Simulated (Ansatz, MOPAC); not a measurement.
Noncovalent pair: H3NSe (SMILES N[SeH]) (first 5 atoms) with HF (SMILES F); geometry from B3LYP-D3(BJ)/def2-TZVP.
(charge 0, multiplicity 1):
```
atom    x (Å)    y (Å)    z (Å)
----  -------  -------  -------
N     -1.0014   0.6000   0.7596
Se    -0.2006  -0.9469   0.0494
H     -0.8263   1.3977   0.1597
H     -2.0012   0.4682   0.8594
H     -0.9287  -0.9973  -1.2400
F      0.0790   1.0336   3.1501
H     -0.3181   0.8896   2.2919
```

Counterpoise-corrected where a basis set is named; no monomer relaxation.

Cores are frozen in the correlated methods. Filled d and f shells under p-block atoms count as core. The state reached by AM1, PM3 isn't checked.

Programs: Ansatz (Gaussian orbitals); MOPAC for AM1, PM3 (differences of heats of formation). Each number belongs to the level named beside it.

Q: One of these levels gives -10.02 kcal/mol for the interaction energy. Name it.
A. PM3
B. MP2/aug-cc-pVDZ
C. AM1
D. PBE0/def2-TZVPPD

A: B, MP2/aug-cc-pVDZ. The others give 1.89 (AM1), -3.43 (PM3), -11.57 (PBE0/def2-TZVPPD)

Ansatz is a quantum-chemistry and plane-wave program.
